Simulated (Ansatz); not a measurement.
B12N12H32, a nanocrystal cut from zinc blende BN (hydrogen-capped). Charge 0, multiplicity 3. Geometry PBE-D4/def2-SVP, that of the neutral singlet; atoms count from 1.

Cartesian coordinates in Å:
```
N 0.536 0.331 -2.983
N -2.018 -2.360 -0.741
N 0.018 -2.357 1.360
N 2.349 0.390 -1.168
N 2.079 -0.930 0.941
N 0.270 -1.060 -0.849
N -1.167 1.010 -1.284
N -1.513 -0.336 0.883
N 0.607 1.114 0.555
N 0.862 2.430 -1.628
N 0.335 -0.309 2.683
N -1.339 2.013 2.084
B -0.748 -1.991 -1.635
B 1.334 -0.549 -1.894
B -0.212 1.572 -2.383
B 1.062 -1.884 0.226
B -2.648 -1.192 0.166
B -0.827 -1.165 2.001
B 3.186 -0.433 -0.094
B 1.671 1.624 -0.491
B 1.400 0.299 1.636
B -0.441 0.163 -0.146
B -2.327 0.883 1.507
B -0.067 2.399 1.200
H 1.156 0.587 -3.763
H -0.162 -0.324 -3.379
H -2.764 -2.608 -1.403
H -1.886 -3.236 -0.217
H 0.542 -2.852 2.096
H -0.597 -3.090 0.993
H 3.064 0.709 -1.834
H 2.631 -1.460 1.628
H -1.906 0.401 -1.674
H -1.696 1.755 -0.800
H 1.514 2.896 -2.271
H 0.383 3.189 -1.110
H 0.847 -0.890 3.363
H -0.050 0.435 3.271
H -1.096 1.855 3.071
H -1.915 2.864 2.132
H -0.196 -3.018 -2.021
H -1.256 -1.395 -2.608
H 1.895 -1.462 -2.489
H -0.806 2.221 -3.244
H 1.611 -2.878 -0.235
H -3.408 -1.698 0.990
H -3.275 -0.488 -0.637
H -1.605 -1.592 2.850
H 3.726 -1.402 -0.629
H 3.991 0.305 0.474
H 2.493 2.390 -0.001
H 2.209 0.980 2.257
H -2.972 1.465 0.625
H -3.066 0.504 2.413
H -0.551 3.148 0.327
H 0.741 3.024 1.881
```

Single mean-field runs in def2-TZVP are fitted with def2-universal-jkfit. At PBE0-D4/def2-TZVP a singlet of charge 0 lies 6.26 eV below the triplet at the same geometry.

(1) Estimate the Mulliken populations of the heavy atoms from the PBE0/def2-TZVP orbitals of Ansatz.

(2) Where does the spin sit?

(3) And the Mayer bond orders between bonded heavy atoms (over 0.3)?

Answers

(1) 
```tsv
atom	charge (e)	spin (α − β)
N1	-0.18	0.00
N2	-0.24	-0.02
N3	-0.04	-0.02
N4	0.03	0.02
N5	0.06	0.11
N6	0.37	0.06
N7	0.04	0.00
N8	0.33	0.07
N9	0.37	0.04
N10	-0.18	0.00
N11	-0.09	-0.03
N12	-0.26	-0.02
B13	-0.15	0.01
B14	-0.22	0.06
B15	-0.01	0.00
B16	-0.25	0.08
B17	-0.21	0.05
B18	0.10	-0.23
B19	-0.14	-0.02
B20	-0.20	0.05
B21	-0.30	0.08
B22	-1.98	0.07
B23	-0.23	0.06
B24	-0.15	0.04
```
Mulliken values and Mayer orders depend strongly on the basis.

(2) Summed by element: N 0.21, B 0.23, H 1.56, of 2 unpaired in all. Largest on single atoms: H29 0.41, H37 0.34, B18 -0.23.

(3) N1–B14 0.86 (1.61 Å); N1–B15 0.86 (1.57 Å); N2–B13 0.88 (1.60 Å); N2–B17 0.82 (1.61 Å); N3–B16 0.91 (1.61 Å); N3–B18 0.91 (1.60 Å); N4–B14 0.86 (1.56 Å); N4–B19 0.83 (1.59 Å); N4–B20 0.84 (1.56 Å); N5–B16 0.86 (1.57 Å); N5–B19 0.87 (1.59 Å); N5–B21 0.79 (1.57 Å); N6–B13 0.70 (1.59 Å); N6–B14 0.76 (1.58 Å); N6–B16 0.80 (1.57 Å); N6–B22 0.68 (1.58 Å); N7–B15 0.82 (1.56 Å); N7–B22 1.09 (1.59 Å); N8–B17 0.74 (1.59 Å); N8–B18 0.79 (1.55 Å); N8–B22 0.94 (1.57 Å); N8–B23 0.71 (1.59 Å); N9–B20 0.76 (1.58 Å); N9–B21 0.78 (1.57 Å); N9–B22 0.74 (1.58 Å); N9–B24 0.68 (1.59 Å); N10–B15 0.86 (1.57 Å); N10–B20 0.86 (1.61 Å); N11–B18 0.91 (1.60 Å); N11–B21 0.89 (1.61 Å); N12–B23 0.82 (1.61 Å); N12–B24 0.87 (1.60 Å).
